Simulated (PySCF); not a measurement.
**Correlation energy of O (oxygen, neutral)**

[He] 2s2 2p4, high-spin 3P determinant. Calculation: PySCF 2.14, in def2-QZVPPD (8s5p4d2f1g, 66 functions); no relativity, point nucleus. Frozen: nothing; 8 electrons correlated.

MP2 pair energies summed by pair of shells (mhartree):

```tsv
pair	energy	share (%)
2p-2p	-72.68	40.2
2s-2p	-72.65	40.2
1s-1s	-14.16	7.8
2s-2s	-11.55	6.4
1s-2p	-6.78	3.8
1s-2s	-2.82	1.6
```

Total MP2 correlation energy: -180.64 mhartree.

Same-spin part -40.88 and opposite-spin part -139.76 mhartree; SCS-MP2 scales them by 1/3 and 6/5 to -181.34 mhartree.

This basis was not built for core-valence correlation, so the inner-shell part is incomplete.
